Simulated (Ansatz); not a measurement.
Input file for Ansatz (an electronic-structure program): U-CCSD(T)/def2-TZVPP on NbC, 2S+1 = 2, a spin state set in the input, which need not be the lowest, a point of a bond scan (R = 1.684 Å). Elements past Kr take the def2 small-core potentials; no spin–orbit coupling.

Ansatz 0.2 input:
```yaml
crystal:
  periodic: [false, false, false]
  atoms:
    - {symbol: Nb, position_ang: [0.00000000, 0.00000000, 0.00000000]}
    - {symbol: C, position_ang: [0.00000000, 0.00000000, 1.68401800]}
basis:
  gaussian:
    orbitals: def2-TZVPP
magnetization: {spin_polarized: true, initial_magnetization: 1}
correlation: {method: ccsd_t, electrons: valence}
output: {orbitals: {seedname: ./end}}
```

Output:

```
WARN ansatz: RAYON_NUM_THREADS=1 ignored (pool sized by the plan → 1); use --threads N
Functional definition: HF
integrals: 0.12 GiB planned
572 factors; integrals over basis functions are off by at most 9.6e-4 eV
mean field: 0.18 GiB planned
mean field evaluation 1: about -2546.5232 eV, gradient 4.9e1 eV
mean field evaluation 2: about -2546.7057 eV, gradient 4.9e1 eV
mean field evaluation 4: about -2558.4600 eV, gradient 4.0e0 eV
mean field evaluation 8: about -2558.6518 eV, gradient 7.6e-1 eV
mean field evaluation 16: about -2558.6584 eV, gradient 2.3e-1 eV
mean field evaluation 32: about -2559.5928 eV, gradient 3.0e-5 eV
mean field evaluation 64: about -2559.5224 eV, gradient 6.0e-1 eV
mean field evaluation 96: about -2559.5928 eV, gradient 8.5e-4 eV
mean field evaluation 128: about -2559.5928 eV, gradient 2.7e-6 eV
mean field evaluation 160: about -2558.3736 eV, gradient 5.5e-1 eV
mean field evaluation 192: about -2558.6732 eV, gradient 6.6e0 eV
mean field evaluation 224: about -2559.5928 eV, gradient 2.6e-6 eV
mean field evaluation 256: about -2556.5205 eV, gradient 9.1e0 eV
mean field evaluation 288: about -2557.2847 eV, gradient 1.0e0 eV
mean field evaluation 320: about -2559.5875 eV, gradient 6.0e-1 eV
mean field evaluation 352: about -2558.6706 eV, gradient 1.6e-4 eV
mean field evaluation 384: about -2558.7890 eV, gradient 3.9e-1 eV
mean field evaluation 416: about -2559.0275 eV, gradient 9.4e-2 eV
mean field evaluation 448: about -2558.7106 eV, gradient 2.1e-6 eV
mean field evaluation 480: about -2558.7580 eV, gradient 7.6e-1 eV
mean field evaluation 512: about -2559.0773 eV, gradient 1.9e0 eV
mean field evaluation 544: about -2553.6139 eV, gradient 2.0e1 eV
mean field evaluation 576: about -2559.5869 eV, gradient 1.0e0 eV
mean field evaluation 608: about -2558.8033 eV, gradient 1.2e-1 eV
mean field evaluation 640: about -2558.1799 eV, gradient 2.3e0 eV
mean field evaluation 672: about -2558.5345 eV, gradient 9.6e-1 eV
mean field evaluation 704: about -2553.1657 eV, gradient 2.1e1 eV
mean field evaluation 736: about -2558.7439 eV, gradient 1.2e-1 eV
mean field evaluation 768: about -2558.8075 eV, gradient 8.3e-2 eV
mean field evaluation 800: about -2558.7105 eV, gradient 2.2e-2 eV
mean field evaluation 832: about -2558.3644 eV, gradient 2.9e-4 eV
mean field evaluation 864: about -2558.7524 eV, gradient 1.9e-3 eV
mean field evaluation 896: about -2558.7783 eV, gradient 4.4e-1 eV
mean field evaluation 928: about -2558.3509 eV, gradient 1.8e-1 eV
mean field evaluation 960: about -2558.6989 eV, gradient 8.1e-3 eV
mean field evaluation 992: about -2557.1370 eV, gradient 4.7e-1 eV
mean field evaluation 1024: about -2558.7093 eV, gradient 1.2e-1 eV
mean field evaluation 1056: about -2556.9722 eV, gradient 3.6e-2 eV
mean field evaluation 1088: about -2557.5042 eV, gradient 1.7e-3 eV
mean field evaluation 1120: about -2558.4194 eV, gradient 5.9e-1 eV
mean field evaluation 1152: about -2557.3940 eV, gradient 1.5e-1 eV
mean field evaluation 1184: about -2558.4859 eV, gradient 4.5e-3 eV
mean field evaluation 1216: about -2558.8596 eV, gradient 5.4e-2 eV
mean field evaluation 1248: about -2558.8598 eV, gradient 1.9e-1 eV
mean field evaluation 1280: about -2557.1646 eV, gradient 3.0e-2 eV
mean field evaluation 1312: about -2558.4004 eV, gradient 2.3e0 eV
mean field evaluation 1344: about -2556.9046 eV, gradient 8.7e-4 eV
mean field evaluation 1376: about -2557.4668 eV, gradient 2.3e-1 eV
mean field evaluation 1408: about -2557.9135 eV, gradient 1.5e0 eV
mean field evaluation 1440: about -2556.0502 eV, gradient 8.7e-1 eV
mean field evaluation 1472: about -2555.8794 eV, gradient 1.6e1 eV
mean field evaluation 1504: about -2558.4493 eV, gradient 2.0e-1 eV
mean field evaluation 1536: about -2558.4492 eV, gradient 2.0e-1 eV
mean field evaluation 1568: about -2557.6322 eV, gradient 1.3e-1 eV
mean field evaluation 1600: about -2556.6450 eV, gradient 9.4e0 eV
mean field evaluation 1632: about -2557.2080 eV, gradient 7.2e-1 eV
mean field evaluation 1664: about -2557.2573 eV, gradient 8.7e-2 eV
mean field evaluation 1696: about -2557.6433 eV, gradient 1.3e0 eV
mean field evaluation 1728: about -2557.6309 eV, gradient 2.8e0 eV
mean field evaluation 1760: about -2557.4001 eV, gradient 1.6e0 eV
mean field evaluation 1792: about -2557.2376 eV, gradient 3.8e0 eV
mean field evaluation 1824: about -2557.6451 eV, gradient 1.2e-1 eV
mean field evaluation 1856: about -2557.6179 eV, gradient 1.5e0 eV
mean field evaluation 1888: about -2557.6436 eV, gradient 1.5e-1 eV
mean field evaluation 1920: about -2557.6447 eV, gradient 6.2e-2 eV
mean field evaluation 1952: about -2557.2757 eV, gradient 6.3e-1 eV
mean field evaluation 1984: about -2557.2765 eV, gradient 2.1e-1 eV
mean field evaluation 2016: about -2557.1631 eV, gradient 1.7e-3 eV
mean field evaluation 2048: about -2557.1076 eV, gradient 5.3e-1 eV
mean field evaluation 2080: about -2556.9860 eV, gradient 9.7e0 eV
mean field evaluation 2112: about -2557.5667 eV, gradient 1.1e1 eV
mean field evaluation 2144: about -2554.6930 eV, gradient 1.3e1 eV
mean field evaluation 2176: about -2556.7350 eV, gradient 4.7e0 eV
mean field evaluation 2208: about -2555.2239 eV, gradient 1.2e1 eV
mean field evaluation 2240: about -2555.2341 eV, gradient 1.3e1 eV
mean field evaluation 2272: about -2558.3403 eV, gradient 6.3e-1 eV
mean field evaluation 2304: about -2556.4892 eV, gradient 1.1e0 eV
mean field -2559.59281444 eV, -94.0633009765 hartree, gradient 4.6e-6 eV, S^2 2.293165; 54 other end points of the search recorded, 0 dependent functions left out
determinant -2559.59281444 eV, -94.0633009765 hartree, with singles and doubles -2573.67796941 eV, -94.5809208741 hartree
determinant -2559.02818268 eV, -94.0425511418 hartree, with singles and doubles -2573.42264647 eV, -94.5715379294 hartree
determinant -2558.80496190 eV, -94.0343479295 hartree, with singles and doubles -2573.79477480 eV, -94.5852133930 hartree
determinant -2558.75241785 eV, -94.0324169714 hartree, with singles and doubles -2572.50186750 eV, -94.5376999261 hartree
determinant -2558.71056267 eV, -94.0308788218 hartree, with singles and doubles -2572.50344368 eV, -94.5377578497 hartree
determinant -2558.69890089 eV, -94.0304502594 hartree, with singles and doubles -2573.38450411 eV, -94.5701362234 hartree
determinant -2558.67063506 eV, -94.0294115091 hartree, with singles and doubles -2573.83827585 eV, -94.5868120272 hartree
determinant -2558.48594353 eV, -94.0226242207 hartree, with singles and doubles -2572.44210533 eV, -94.5355037069 hartree
determinant -2558.45338194 eV, -94.0214276042 hartree, with singles and doubles -2571.86925998 eV, -94.5144520286 hartree
determinant -2558.36900027 eV, -94.0183266351 hartree, with singles and doubles -2572.31287418 eV, -94.5307545499 hartree
determinant -2558.36438096 eV, -94.0181568786 hartree, with singles and doubles -2572.39059788 eV, -94.5336108432 hartree
determinant -2558.35687619 eV, -94.0178810836 hartree, with singles and doubles -2572.39862074 eV, -94.5339056778 hartree
determinant -2557.95695565 eV, -94.0031842747 hartree, with singles and doubles -2572.31805186 eV, -94.5309448262 hartree
determinant -2557.68687460 eV, -93.9932589792 hartree, with singles and doubles -2571.65126440 eV, -94.5064408390 hartree
determinant -2557.64858529 eV, -93.9918518729 hartree, with singles and doubles -2571.79778655 eV, -94.5118254285 hartree
determinant -2557.63322824 eV, -93.9912875116 hartree, with singles and doubles -2570.49008579 eV, -94.4637683120 hartree
determinant -2557.50416127 eV, -93.9865443881 hartree, with singles and doubles -2571.41056503 eV, -94.4975953003 hartree
determinant -2557.39587095 eV, -93.9825647923 hartree, with singles and doubles -2571.08810589 eV, -94.4857451453 hartree
determinant -2557.27964806 eV, -93.9782936797 hartree, with singles and doubles -2570.64488202 eV, -94.4694569686 hartree
determinant -2557.26361643 eV, -93.9777045282 hartree, with singles and doubles -2570.51841550 eV, -94.4648094095 hartree
determinant -2557.25816747 eV, -93.9775042827 hartree, with singles and doubles -2570.52613997 eV, -94.4650932786 hartree
determinant -2557.16471019 eV, -93.9740697908 hartree, with singles and doubles -2570.31718535 eV, -94.4574143379 hartree
determinant -2557.16307851 eV, -93.9740098278 hartree, with singles and doubles -2570.16556010 eV, -94.4518422128 hartree
determinant -2557.15115325 eV, -93.9735715828 hartree, with singles and doubles -2570.32915378 eV, -94.4578541697 hartree
determinant -2556.97229314 eV, -93.9669985949 hartree, with singles and doubles -2570.13163800 eV, -94.4505955989 hartree
determinant -2556.90456412 eV, -93.9645095992 hartree, with singles and doubles -2570.16187493 eV, -94.4517067853 hartree
determinant -2559.59281444 eV, -94.0633009765 hartree, with singles and doubles -2573.82121078 eV, -94.5861848977 hartree
determinant -2559.02818268 eV, -94.0425511418 hartree, with singles and doubles -2573.78801228 eV, -94.5849648752 hartree
determinant -2558.80496190 eV, -94.0343479295 hartree, with singles and doubles -2573.81455564 eV, -94.5859403255 hartree
determinant -2558.69890089 eV, -94.0304502594 hartree, with singles and doubles -2573.95442837 eV, -94.5910805536 hartree
determinant -2558.67063506 eV, -94.0294115091 hartree, with singles and doubles -2573.84719206 eV, -94.5871396918 hartree
1 core orbitals not correlated
reference -2558.67063506 eV, -94.0294115091 hartree; 9, 8 occupied and 77, 78 virtual orbitals, 572 factors
second order -15.98079291 eV of doubles, -0.00000000 eV of singles
coupled cluster: 0.40 GiB planned
cycle   1  -15.17654999 eV  change    7.0e-6 eV  update   3.0e-6
coupled cluster: 0.40 GiB planned
perturbative correction -0.99893353 eV, -0.0367101302 hartree
WARN: the results are in doubt because among natural orbitals full CI differs from the method by -0.093 eV
Total energy: -2574.84611858 eV, -94.6238495644 hartree
In doubt: among natural orbitals full CI differs from the method by -0.093 eV
```

Self-consistency was reached. Its determinant has ⟨S²⟩ = 0.86, a mixture of spin states.

Warnings raised: large difference.

Cost: very roughly 2.2 core-minutes.
